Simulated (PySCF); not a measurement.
A structure optimised at GFN2-xTB (Å):
```
C 
C   1  1.4902
C   2  1.3251  1  126.01
C   3  1.4943  2  124.15  1  -179.06
F   4  1.3704  3  110.26  2  -163.85
O   2  1.4199  1  117.68  3  -176.82
C   6  1.3165  2  119.78  1   -35.68
F   7  1.3294  6  108.89  2  -168.27
F   7  1.3449  6  114.12  2   -48.90
F   7  1.3460  6  114.68  2    72.80
H   1  1.0850  2  109.38  3     3.77
H   1  1.0897  2  110.49  3   123.84
H   1  1.0902  2  111.30  3  -116.24
H   3  1.0775  2  119.98  1    -0.01
H   4  1.0953  3  111.72  2   -44.43
H   4  1.0972  3  111.23  2    77.89
```
Z-matrix in Å and degrees, rows numbered from 1.

Charge 0, singlet.

Question: Read off the bonds between heavy atoms and their formal orders.

Answer: C1–C2 (single); C2–C3 (double); C3–C4 (single); C4–F5 (single); C2–O6 (single); O6–C7 (single); C7–F8 (single); C7–F9 (single); C7–F10 (single). Hydrogens: H11, H12, H13 on C1; H14 on C3; H15, H16 on C4.

Question: Which species is it?

Answer: `C/C(=C/CF)OC(F)(F)F`, C5H6F4O. Among its features: C=C double bond, ether, CF3 group and C–F bond.

Question: Name the point group.

Answer: C1 (no symmetry element, even within 0.4 Å).

Question: Classify the heavy atoms.

Answer: C1: allylic carbon; C2: vinylic carbon bearing oxygen; C3: alkene CH carbon; C4: sp3 C–F carbon; F5: alkyl fluorine; O6: ether oxygen; C7: CF3 carbon; F8/F9/F10: fluorine of a CF3 group.

Question: What is the arrangement about O6?

Answer: It has 2 neighbours (C2, C7) and is bent (angle 119.8°).

Question: What is the arrangement about C1?

Answer: It has 4 neighbours (C2, H11, H12, H13) and is tetrahedral (angles from 107.9° to 111.3°).

These are computed values.
